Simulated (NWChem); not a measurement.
# C₃HBFNO; SMILES O=C=NB(C#C)F

```xyz
8

C      1.8071    -2.0559     0.0000
C      0.7529    -1.4556    -0.0005
B     -0.5530    -0.6734     0.0006
F     -1.7148    -1.3187    -0.0020
N     -0.5886     0.7501     0.0046
C      0.0157     1.7974     0.0009
O      0.5167     2.8579    -0.0026
H      2.7300    -2.5930     0.0007
```
Atoms are numbered in this order, from 1.

Computed with NWChem. Medium grid unless said otherwise, to which SCAN and Minnesota functionals are sensitive. All runs use the structure optimised with B3LYP/6-31G* (spherical d). Total energies of different functionals are on different scales.

```
level                energy (Ha)  highest occupied level (eV)  orbital gap (eV)  dipole (D)
-------------------  -----------  ---------------------------  ----------------  ----------
PBE/def2-TZVP          -369.3775                        -7.41              4.51        1.77
B3LYP/def2-TZVP        -369.7967                            ?                 ?        1.92
PW6B95/def2-TZVP       -370.2323                        -8.80              6.81        1.94
CAM-B3LYP/def2-TZVP    -369.6428                       -10.09              9.17        1.96
r2SCAN/def2-TZVP       -369.6023                        -7.68              5.00        1.88
```

Question: Fill in the missing entries.

Answer: 
- B3LYP/def2-TZVP, highest occupied level (eV): -8.46
- B3LYP/def2-TZVP, orbital gap (eV): 6.24
